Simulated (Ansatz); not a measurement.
Total energies of `C[Te][GeH3]`.

Cartesian coordinates in Å:
```
C 1.185 -0.859 -0.952
Te -0.921 -1.162 -0.648
Ge -1.167 0.827 0.923
H 1.355 0.116 -1.403
H 1.516 -1.643 -1.631
H 1.710 -0.947 -0.004
H -2.641 0.894 1.346
H -0.765 2.128 0.207
H -0.272 0.646 2.162
```

Charge 0, multiplicity 1. Correlated methods include outer-core shells of Ge, Te, which these sets cover unevenly. Scalar relativity is left out up to krypton. Te: def2 effective core potential. Geometry: relaxed with PBE0-D4/def2-TZVP. Basis def2-TZVPP, Ansatz 0.2.0.

RPA on PBE orbitals: Hartree–Fock energy of these orbitals -2383.70495 Eh, correlation -1.34526 Eh (frozen core).

```json
{"functional": "LDA (SPW92)", "energy without D4 (Eh)": "-2382.80422", "D4 term (kJ/mol)": "–"}
{"functional": "PBE", "energy without D4 (Eh)": "-2386.38002", "D4 term (kJ/mol)": "-19.1"}
{"functional": "revPBE", "energy without D4 (Eh)": "-2386.64093", "D4 term (kJ/mol)": "-49.9"}
{"functional": "BLYP", "energy without D4 (Eh)": "-2386.73736", "D4 term (kJ/mol)": "-40.9"}
{"functional": "r2SCAN", "energy without D4 (Eh)": "-2386.83775", "D4 term (kJ/mol)": "-4.3"}
{"functional": "B97M-V", "energy without D4 (Eh)": "-2386.37267", "D4 term (kJ/mol)": "–"}
{"functional": "PBE0", "energy without D4 (Eh)": "-2386.46517", "D4 term (kJ/mol)": "-16.3"}
{"functional": "B3LYP", "energy without D4 (Eh)": "-2386.91280", "D4 term (kJ/mol)": "-31.3"}
{"functional": "r2SCAN0", "energy without D4 (Eh)": "-2386.78864", "D4 term (kJ/mol)": "-5.3"}
{"functional": "HSE06 (plane-wave form)", "energy without D4 (Eh)": "-2386.46088", "D4 term (kJ/mol)": "-15.4"}
{"functional": "ωB97X-V", "energy without D4 (Eh)": "-2386.55179", "D4 term (kJ/mol)": "–"}
{"functional": "ωB97M-V", "energy without D4 (Eh)": "-2386.58409", "D4 term (kJ/mol)": "–"}
{"functional": "B2PLYP", "energy without D4 (Eh)": "-2386.17933", "D4 term (kJ/mol)": "–"}
{"functional": "PBE-QIDH", "energy without D4 (Eh)": "-2385.97082", "D4 term (kJ/mol)": "–"}
```

(1) Give the same for r2SCANh, BHLYP, CAM-B3LYP, LC-ωPBE. (Estimate.)

B3LYP takes the VWN-RPA correlation (the form of Gaussian; ORCA's B3LYP/G). HSE06 is the plane-wave form, built on full-range PBE exchange. The double hybrids freeze the cores in their second-order part.

Answers

(1) The calculation gave: 
| functional | energy without D4 (Eh) | D4 term (kJ/mol) |
| --- | --- | --- |
| r2SCANh | -2386.81760 | -4.7 |
| BHLYP | -2386.66181 | -27.8 |
| CAM-B3LYP | -2386.85761 | -16.9 |
| LC-ωPBE | -2386.50886 | – |

LC-ωPBE has ω = 0.4 bohr⁻¹.
